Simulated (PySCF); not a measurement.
C3H9Ga. Atoms are numbered in the order given.

```xyz
13

Ga    -1.0579     0.0164     0.0000
H     -1.8468     0.1496     1.3643
H     -1.8468     0.1496    -1.3643
C      0.9048    -0.3700     0.0000
C      1.6097     0.1163     1.2730
C      1.6097     0.1163    -1.2730
H      0.9308    -1.4795     0.0000
H      2.6687    -0.2000     1.2919
H      1.6054     1.2178     1.3432
H      1.1316    -0.2702     2.1874
H      1.1316    -0.2702    -2.1874
H      2.6687    -0.2000    -1.2919
H      1.6054     1.2178    -1.3432
```

The structure is a stationary point at B3LYP-D3(BJ)/def2-SVP. The structure was generated by enumeration; whether it is a known compound was not checked.

Computed with r2SCAN/def2-TZVP (PySCF).

The total energy comes out as -2044.51452 hartree, the point group comes out as Cs and the highest occupied level comes out as -6.24 eV. The lowest empty level is -1.97 eV. The orbital gap is 4.27 eV and the dipole moment is 0.76 D. The quadrupole, principal values (traceless, Buckingham form, about the centre of nuclear charge) is -3.39, -2.76, 6.15 D·Å and the mean static polarisability comes out as 68.6 bohr³ (10.17 Å³). The polarisability, principal values comes out as 54.0, 71.1, 80.7 bohr³.
